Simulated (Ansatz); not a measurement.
Consider the hydrogenolysis of a C–B bond: `BC(C)=C=C` + H₂ → `C=C=CC` + BH₃.

Computed with Ansatz on PBE0-D4/def2-TZVP structures; ΔE is electronic, products minus reactants. CBS: MP2 limit from def2 TZ/QZ plus the TZ coupled-cluster correction, frozen cores. This one scheme is used for every species. DFT in def2-TZVPP.

`BC(C)=C=C`:

```xyz
12

B     0.563    0.594   -1.552
C     0.001    0.299   -0.156
C    -0.652    1.351    0.707
C     0.120   -0.948    0.249
C     0.249   -2.183    0.623
H     0.487    1.701   -2.008
H     1.074   -0.280   -2.187
H    -1.492    1.808    0.178
H    -1.019    0.941    1.649
H     0.057    2.151    0.930
H    -0.518   -2.918    0.403
H     1.130   -2.515    1.163
```

H₂:

Z-matrix (Å, degrees):
```
H
H 1 0.746
```

`C=C=CC`:

Cartesian coordinates in Å:
```
C -0.786 1.899 0.419
C -0.507 0.726 -0.068
C -0.225 -0.448 -0.552
C 0.828 -1.366 -0.011
H -1.534 2.024 1.195
H -0.282 2.792 0.063
H -0.793 -0.793 -1.414
H 0.389 -2.319 0.298
H 1.334 -0.925 0.847
H 1.577 -1.591 -0.777
```

BH₃:

Cartesian coordinates in Å:
```
B 0.000 0.000 0.000
H 1.095 -0.095 -0.466
H -0.486 1.077 0.168
H -0.609 -0.982 0.298
```

```tsv
level	ΔE (kJ/mol)
PBE0-D4	27.9
ωB97M-V	23.8
HF/CBS(def2)	-5.4
CCSD/CBS(def2)	16.0
```

**Question.** What does CCSD(T)/CBS give? (An estimate is asked.)

**Answer.** Computed: +22.6 kJ/mol. The listed levels differ from it by 5.3, 1.2, -28.0, -6.6 kJ/mol.

Largest T1 diagnostic among the species: 0.012.

From PBE to PBE0 (25 % exact exchange), in def2-TZVPP and without D4, ΔE moves by −7.1 kJ/mol. In def2-TZVPP, CCSD(T) changes the Hartree–Fock value by +26.0 kJ/mol (the triples alone add +6.6 kJ/mol) and MP2 by +34.2 kJ/mol. The D4 term adds +8.3 kJ/mol with B3LYP and +4.5 kJ/mol with PBE0; it sums over pairs of atoms, weighted by their polarisabilities, and B3LYP, whose exchange is more repulsive, gets the larger term.

B3LYP here is the variant with VWN-RPA as its local correlation; programs differ in this.
